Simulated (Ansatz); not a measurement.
Stepwise reaction of `[CH3][W]([CH3])(=[NH])=[NH]` with water, as a gas-phase model of exchange steps in deposition or etching. ΔE in kJ/mol; ΔG adds harmonic PBE0-D4 terms to CCSD(T)/CBS, at 1 bar.

Isolated molecules relaxed with PBE0-D4/def2-TZVP in Ansatz; ΔE leaves out vibrations. CCSD(T)/CBS adds triple-zeta CCSD(T) − MP2 to the extrapolated MP2 energy (def2 sets, frozen cores). This one scheme is used for every species. Functionals use def2-TZVPP. B3LYP here is the variant with VWN-RPA as its local correlation; programs differ in this. Elements past krypton have def2 core potentials. For W outer-core shells are correlated without core-valence functions, which leaves a few kJ/mol of doubt a bond. One conformer a species, not always the lowest.

| step | reaction | PBE-D4 | B3LYP-D4 | ωB97M-V | CCSD(T)/CBS | ΔG(400 K) |
| --- | --- | --- | --- | --- | --- | --- |
| 2 | `[CH3][W](=[NH])(=[NH])[OH]` + H₂O → `[NH]=[W](=[NH])([OH])[OH]` + CH₄ | -107.6 | -111.5 | -106.2 | -97.6 | -88.5 |

Give the row of step 1, `[CH3][W]([CH3])(=[NH])=[NH]` + H₂O → `[CH3][W](=[NH])(=[NH])[OH]` + CH₄. (Best estimate.)

The calculation gave: 
```json
{"step": "1", "reaction": "`[CH3][W]([CH3])(=[NH])=[NH]` + H₂O → `[CH3][W](=[NH])(=[NH])[OH]` + CH₄", "PBE-D4": "-126.5", "B3LYP-D4": "-132.5", "ωB97M-V": "-129.4", "CCSD(T)/CBS": "-121.6", "ΔG(400 K)": "-113.5"}
```

By hand: ΔE of the 2 steps together at CCSD(T)/CBS.

(-121.6) + (-97.6) = -219.2 kJ/mol, or -109.6 kJ/mol a step.

In ΔE each step is higher than the one before. All are downhill at CCSD(T)/CBS. ΔG lies between -113.5 and -88.5 kJ/mol a step. PBE-D4 differs from CCSD(T)/CBS by -10.0 to -4.9 kJ/mol a step. Only this route is followed, and other bonds may react first. Isolated molecules leave out the surface, adducts and barriers. Largest T1 diagnostic: 0.020.
